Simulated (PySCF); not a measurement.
C3H8O2Si, SMILES C[SiH2]OC(C)=O. Atoms are numbered in the order given.

```xyz
14

Si    -1.1822     0.5609     0.6676
C     -2.1810    -0.8779     0.0354
O      0.5003     0.1893     0.7111
C      1.1316    -0.0333    -0.4469
C      2.5935    -0.3081    -0.2660
O      0.5551    -0.0069    -1.5064
H     -1.4728     0.8367     2.1019
H     -1.3798     1.8027    -0.1299
H     -3.2574    -0.6601     0.1203
H     -1.9688    -1.7858     0.6205
H     -1.9392    -1.0698    -1.0195
H      2.7270    -1.1747     0.3978
H      3.0703     0.5511     0.2281
H      3.0635    -0.4961    -1.2374
```

The structure is a stationary point at PBE0-D3(BJ)/def2-SVP. Other conformers were not sampled.

The numbers are results of TDDFT-CAM-B3LYP/def2-SVPD (PySCF), not measurements.

Vertical excitations. Gas-phase values at a fixed geometry.

| state | energy (eV) | λ (nm) | f | main pairs |
|---|---|---|---|---|
| S1 | 5.86 | 212 | 0.001 | HOMO→LUMO 66 %, HOMO→LUMO+2 22 % |
| S2 | 7.82 | 159 | 0.021 | HOMO→LUMO+1 78 % |
| S3 | 8.05 | 154 | 0.102 | HOMO−1→LUMO 71 % |
| S4 | 8.22 | 151 | 0.004 | HOMO−2→LUMO 38 %, HOMO−4→LUMO 26 %, HOMO−4→LUMO+2 8 %, HOMO−2→LUMO+1 6 % |
| S5 | 8.33 | 149 | 0.010 | HOMO−1→LUMO+1 35 %, HOMO−1→LUMO+2 27 %, HOMO−1→LUMO+4 12 % |
| S6 | 8.50 | 146 | 0.000 | HOMO−2→LUMO+2 24 %, HOMO→LUMO+2 22 %, HOMO−2→LUMO+1 13 %, HOMO→LUMO 9 % |
| S7 | 8.59 | 144 | 0.017 | HOMO→LUMO+2 27 %, HOMO−2→LUMO+2 16 %, HOMO−2→LUMO+1 14 %, HOMO→LUMO 10 % |
| S8 | 8.75 | 142 | 0.043 | HOMO−1→LUMO+2 36 %, HOMO−1→LUMO+1 21 %, HOMO−1→LUMO 9 %, HOMO−3→LUMO 7 % |
| S9 | 8.95 | 139 | 0.037 | HOMO−2→LUMO 37 %, HOMO−2→LUMO+1 18 %, HOMO−4→LUMO 10 %, HOMO−2→LUMO+4 8 % |
| S10 | 9.11 | 136 | 0.022 | HOMO→LUMO+4 31 %, HOMO→LUMO+3 31 %, HOMO−3→LUMO 6 %, HOMO→LUMO+2 5 % |
| T1 | 5.35 | 232 | 0 | HOMO→LUMO 64 %, HOMO→LUMO+2 23 % |
| T2 | 6.22 | 199 | 0 | HOMO−3→LUMO 30 %, HOMO−1→LUMO 29 %, HOMO−3→LUMO+2 12 %, HOMO−1→LUMO+2 10 % |
| T3 | 7.69 | 161 | 0 | HOMO→LUMO+1 83 % |
| T4 | 7.86 | 158 | 0 | HOMO−2→LUMO 35 %, HOMO−4→LUMO 25 %, HOMO−4→LUMO+2 11 %, HOMO−2→LUMO+1 9 % |
Triplets are in the Tamm–Dancoff approximation, which puts them higher than full response would, so one can lie above its singlet here.
